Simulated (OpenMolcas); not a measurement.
# Ionisation energies of iodine

| Property | Result |
| --- | --- |
| Program | OpenMolcas 26.06 |
| Basis | ANO-RCC-VTZP [7s6p4d2f1g] |
| Scalar Hamiltonian | DKH2, point nucleus |
| Spin-orbit coupling | state interaction with AMFI integrals over the reference wave functions, term energies averaged over their components |

Active shells in each charge state: the valence s, p shells, with orbitals averaged over the low states. Where CASPT2's correlated closed shells are named, they are those of the first ion.

A. CASSCF
B. SS-CASPT2, IPEA 0.25 Eh, imaginary shift 0.1 Eh (closed shells correlated: 4d)
C. SS-CASPT2, IPEA 0 Eh, imaginary shift 0.1 Eh (closed shells correlated: 4d)
D. SS-CASPT2, IPEA 0.25 Eh, imaginary shift 0.1 Eh (closed shells correlated: none)
E. SS-CASPT2, IPEA 0.25 Eh, imaginary shift 0.1 Eh (closed shells correlated: 4s 4p 4d)

Energies in eV between the lowest computed levels, named as in B; reference values from the NIST Atomic Spectra Database with their kind.

```
              From                  To       A       B       C       D       E  Spin-orbit share in B                Reference
   I3+ 5s2 5p2 3P0  I4+ 5s2 5p 2P* 1/2  39.458  40.398  40.486  40.009  40.406                 +0.212        40.357 (measured)
I4+ 5s2 5p 2P* 1/2         I5+ 5s2 1S0  50.076  51.190  51.273  50.669  51.217                 +0.940        51.520 (measured)
       I5+ 5s2 1S0       I6+ 5s 2S 1/2  73.160  74.214  74.218  73.227  74.310                 +0.000  74.400 (semi-empirical)
     I6+ 5s 2S 1/2        I7+ 4d10 1S0  85.898  87.406  87.443  85.898  87.538                 +0.000  87.610 (semi-empirical)
```

Steps that some method lacks are left out, and so are those with a state whose active s or d shell is doubly occupied in every root (s and p with five to eight electrons, d10) over a frozen core shell of the same l, since the two then mix freely.

Error against the reference values, in %:

```
From       Reference     A     B     C     D     E
 I3+        measured  -2.2  +0.1  +0.3  -0.9  +0.1
 I4+        measured  -2.8  -0.6  -0.5  -1.7  -0.6
 I5+  semi-empirical  -1.7  -0.3  -0.2  -1.6  -0.1
 I6+  semi-empirical  -2.0  -0.2  -0.2  -2.0  -0.1
```

Mean absolute error over the 2 measured values: A 1.17 eV, B 0.19 eV, C 0.19 eV, D 0.60 eV, E 0.18 eV.

* marks odd parity.
